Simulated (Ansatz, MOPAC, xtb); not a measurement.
Spectroscopic constants of NbS, multiplicity 4 (lowest of 2S+1 = 2, 4, 6, 8 at CCSD(T)/def2-TZVPP on PBE0 minima; our sources give no spin for the ground state, which may be another). No spin–orbit coupling.

Constants: fifth-degree fit in 1/R to seven points, most abundant isotopes. In def2 and cc sets the state is the lowest found near the PBE0 minimum, followed along R.

The state reached by PM7 isn't checked; PM7 holds dispersion and hydrogen-bond terms.

Codes used: Ansatz (a program for electronic structure); MOPAC for PM7 (differences of heats of formation); xtb for the GFN methods.  In def2 rows elements past Kr take small-core potentials, without spin–orbit coupling. The GFN methods have no spin term and hold the electronic entropy of 300 K.

| level | r_e (Å) | ω_e (cm⁻¹) | ω_e x_e (cm⁻¹) | dipole (D) |
|---|---|---|---|---|
| PM7 | 2.082 | 709 | 1.2 | - |
| GFN1-xTB | 2.190 | 533 | 2.8 | - |
| GFN2-xTB | 2.228 | 448 | 2.8 | - |
| SVWN5/def2-TZVPP | 2.111 | 562 | 1.5 | 3.66 |
| PBE/def2-TZVPP | 2.135 | 540 | 1.6 | 3.96 |
| BHLYP/def2-TZVPP | 2.126 | 563 | 1.5 | 5.35 |
| wB97X-V/def2-TZVPP | 2.114 | [?] | 1.4 | 5.35 |
| wB97M-V/def2-TZVPP | [?] | [?] | 1.4 | 5.31 |

Problem. Fill in the missing entries.

Solution. 
- wB97M-V/def2-TZVPP, r_e (Å): 2.119
- wB97M-V/def2-TZVPP, ω_e (cm⁻¹): 571
- wB97X-V/def2-TZVPP, ω_e (cm⁻¹): 580
